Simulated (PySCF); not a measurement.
Pb(OH)(SiH3), SMILES [OH][Pb][SiH3] (H4OPbSi), singlet at its CAM-B3LYP/def2-SVP optimised geometry (Å):

```
7

Pb    -0.5189    -1.6792     0.0000
O      1.5808    -1.6792     0.0000
H      1.9943    -0.8066     0.0298
Si    -0.6535     1.0919     0.0000
H     -1.9943     1.6642     0.3331
H     -0.2813     1.6203    -1.3511
H      0.3298     1.6792     0.9643
```

Computed with CAM-B3LYP/def2-TZVP, def2 effective core potentials past Kr in PySCF. The core electrons that the potentials of Pb replace are not part of the density.

Map of the log10 of the electron density (e/bohr³), floored at −4 on the plane z = 0.6 Å:

```
|0000000000000000000000000000000|
|0000000000000011000000000000000|
|0000001111111111111100000000000|
|0000112222222222222110000000000|
|0001223333333333333221000000000|
|0012234444444444444322100000000|
|0012345555555555555432100000000|
|0123455666665666665543210000000|
|0123456777666677776543210000000|
|0123456777766777776543210000000|
|0123456777777777776543210000000|
|0123455666677777765543210000000|
|0012345566667776665432210000000|
|0012334556666666654432211000000|
|0001233455666666554333222110000|
|0001123445566666544333333221000|
|0000123345566665544444444321000|
|0000123345566666554555655432100|
|0000123345667776655566665432100|
|0000123455678887666677766532100|
|0000123456789998766778776542100|
|0000123456789998767788876542100|
|0000123456789998766788876542100|
|0000123456778987766777765432100|
|0000123455677777655666665432100|
|0000123345666666555555554321000|
|0000122344555655544444443221000|
|0000012334445554433333332210000|
|0000011233344443332222211100000|
|0000001122333333221111100000000|
|0000000112222222111000000000000|
```
Scale: ten equal steps from -4.00 (start of '0') to 0.012 (end of '9'), in the order '0123456789'; x runs from -4.00 to 4.00, y from -4.00 (bottom) to 4.00 (top).
